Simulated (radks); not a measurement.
Values are calculated unless marked as measured or tabulated.
Question: The mean radii <r> (bohr) of the occupied orbitals of an atom or ion are listed with their occupations. Code: a radial shooting solver on a logarithmic mesh with Libxc functionals. Model: scalar-relativistic Kohn-Sham, SCAN, spin-unpolarised, spherical densities, finite nucleus; meta-GGA in the generalised Kohn-Sham scheme; Fermi nuclear charge, rms radius of each element as measured or else 0.836 A^(1/3) + 0.57 fm.

orbital  occ.      <r>
1s          2  0.02972
2s          2   0.1284
2p          6   0.1122
3s          2   0.3477
3p          6   0.3466
3d         10   0.3244
4s          2   0.8500
4p          6   0.9226
4d         10    1.171
5s          1    2.471
5p          1    3.094

Name the element and its charge.

Answer: Z = 49, indium, charge +1: In+ in [Kr] 4d10 5s1 5p1. The 1s radius gives Z: for a bare nucleus <r> = (2 gamma + 1)/(2Z) with gamma = sqrt(1 - (Z/c)^2), 0.02926 bohr for Z = 49, and screening makes it slightly larger (0.02972 here). The occupations add up to 48, and the charge is Z minus that.
